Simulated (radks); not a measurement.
Species: Ga3+. Configuration: [Ar] 3d10.

Calculated with a radial shooting solver on a logarithmic mesh with Libxc functionals: Dirac Kohn-Sham, PBE, spin-unpolarised, spherical densities, point nucleus.

Energy parts (hartree):
| part | energy |
|---|---|
| total | -1941.88393 |
| kinetic | 1980.49282 |
| electron-nucleus | -4651.06968 |
| Hartree | 803.48442 |
| exchange-correlation | -74.79149 |

Orbitals (lengths in bohr, moments of r in powers of bohr; <r^-3> diverges for s and p1/2):
| orbital | occ. | eigenvalue (hartree) | <r^2> | <r^-3> | small-component weight |
|---|---|---|---|---|---|
| 1s1/2 | 2 | -377.0927 | 0.003178 | - | 1.26e-02 |
| 2s1/2 | 2 | -47.60014 | 0.05591 | - | 2.41e-03 |
| 2p1/2 | 2 | -42.27941 | 0.04355 | - | 2.40e-03 |
| 2p3/2 | 4 | -41.26281 | 0.04506 | 860.8 | 2.36e-03 |
| 3s1/2 | 2 | -6.67798 | 0.4906 | - | 5.44e-04 |
| 3p1/2 | 2 | -4.95757 | 0.5316 | - | 4.94e-04 |
| 3p3/2 | 4 | -4.82445 | 0.5485 | 113.6 | 4.82e-04 |
| 3d3/2 | 4 | -1.93895 | 0.7882 | 12.14 | 3.53e-04 |
| 3d5/2 | 6 | -1.92164 | 0.7989 | 11.81 | 3.50e-04 |

The highest occupied level is 3d5/2 at -52.291 eV. For comparison, the ionisation energy in NIST's Atomic Spectra Database is 63.24 eV (measured). In exact Kohn-Sham theory the highest level is minus the ionisation energy, but local and semilocal functionals leave it too shallow, through self-interaction and a potential that decays too fast; potentials with the right tail come closer. The density falls to 0.001 e/bohr^3 at r = 2.58 bohr.
